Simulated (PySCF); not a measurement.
This PySCF input asks for the NMR shieldings of `CB(C)C[S@@+]1C[CH2][AlH2-]1`, C₅H₁₄AlBS; the geometry comes from GFN2-xTB.

```python
import basis_set_exchange as bse
import numpy as np
from pyscf import gto, dft
from pyscf.prop import nmr

atoms = """
C     2.691866    0.141757    1.555260
B     1.719358    0.118306    0.318093
C     2.053940    0.875395   -1.013381
C     0.341308   -0.650413    0.447399
S    -0.573584   -0.846955   -1.122720
C    -2.188587   -1.434011   -0.480986
C    -2.913278   -0.275982    0.223639
Al   -1.869565    1.221134   -0.675321
H     2.356356   -0.444524    2.406951
H     2.833230    1.166569    1.896259
H     3.683863   -0.211577    1.277482
H     2.096682    0.178229   -1.850486
H     2.981109    1.441598   -0.999699
H     1.237725    1.561651   -1.256497
H     0.436639   -1.646612    0.881628
H    -0.301658   -0.058636    1.113745
H    -1.995927   -2.307825    0.143835
H    -2.723069   -1.759741   -1.373290
H    -3.992926   -0.396908    0.068841
H    -2.774961   -0.371563    1.312286
H    -2.213631    1.610394   -2.139621
H    -0.895303    2.109100    0.158183
"""
names = dict.fromkeys(["C", "B", "S", "Al", "H"], "pcSseg-1")
basis = {el: gto.basis.parse(bse.get_basis(n, elements=[el], fmt="nwchem")) for el, n in names.items()}
mol = gto.M(atom=atoms, basis=basis, charge=0, verbose=0)
mf = dft.RKS(mol, xc="PBE0")
mf.grids.level = 2
mf.grids.alignment = dft.numint.BLKSIZE   # the property module wants whole blocks of grid points
mf.conv_tol = 1e-9
mf.kernel()

calc = nmr.RKS(mf)   # GIAO
C = mf.mo_coeff
Co = C[:, mf.mo_occ > 0]
resp = mf.gen_response(singlet=True, hermi=2)
def vind(x):   # induced exchange potential for any number of trial vectors
    d = np.einsum("pi,xij,qj->xpq", C, 2 * x.reshape(-1, C.shape[1], Co.shape[1]), Co, optimize=True)
    return np.einsum("xpq,pi,qj->xij", resp(d - d.transpose(0, 2, 1)), C, Co, optimize=True).ravel()
mo1, _ = nmr.rhf.solve_mo1(calc, with_cphf=vind)
sigma = calc.kernel(mo1)
for i, s in enumerate(sigma):   # ppm
    print("%2d %-2s %9.2f" % (i, mol.atom_pure_symbol(i), np.trace(s) / 3))
```

Problem. Give the expected output.

Solution. 
```
 0 C     171.68
 1 B      12.45
 2 C     171.53
 3 C     143.55
 4 S     546.20
 5 C     145.27
 6 C     179.05
 7 Al    381.34
 8 H      30.68
 9 H      30.66
10 H      30.61
11 H      30.89
12 H      30.54
13 H      30.53
14 H      28.90
15 H      28.07
16 H      28.52
17 H      28.31
18 H      30.53
19 H      30.11
20 H      26.75
21 H      27.46
```

These numbers come from an equivalent density-fitted implementation of the same equations, which agrees with the script to about 0.01 ppm for H and up to a few tenths of a ppm for heavy atoms, so last digits may differ.

Size and cost of the density-fitted run: 220 basis functions, 49 s wall time on 1 thread of an Arm Neoverse V1, shared host; peak memory 1 GiB.
